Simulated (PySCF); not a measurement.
**Sn⁺: ionisation energy**

Sn⁺ [Kr] 4d10 5s2 5p1 (2P) → Sn²⁺ [Kr] 4d10 5s2 (1S), as a difference of total energies. All numbers are calculated (PySCF 2.14, scalar relativity by spin-free X2C-1e, in x2c-TZVPPall with one added diffuse shell each of s, p, d, f type (9s7p5d3f, 76 functions)). Correlated levels: valence: [Kr] 4d10 frozen. The calculations carry no spin-orbit coupling.

```
           method  ionisation energy (eV)  error (eV)
              UHF                  13.721      -0.561
    MP2 (valence)                  13.915      -0.367
SCS-MP2 (valence)                  13.902      -0.380
   CCSD (valence)                  13.974      -0.308
CCSD(T) (valence)                  13.992      -0.290
```

Reference: 14.282 eV (measured; NIST levels, between the centres of gravity of the two terms).

Errors of the correlated levels include the incompleteness of this basis and the frozen core.
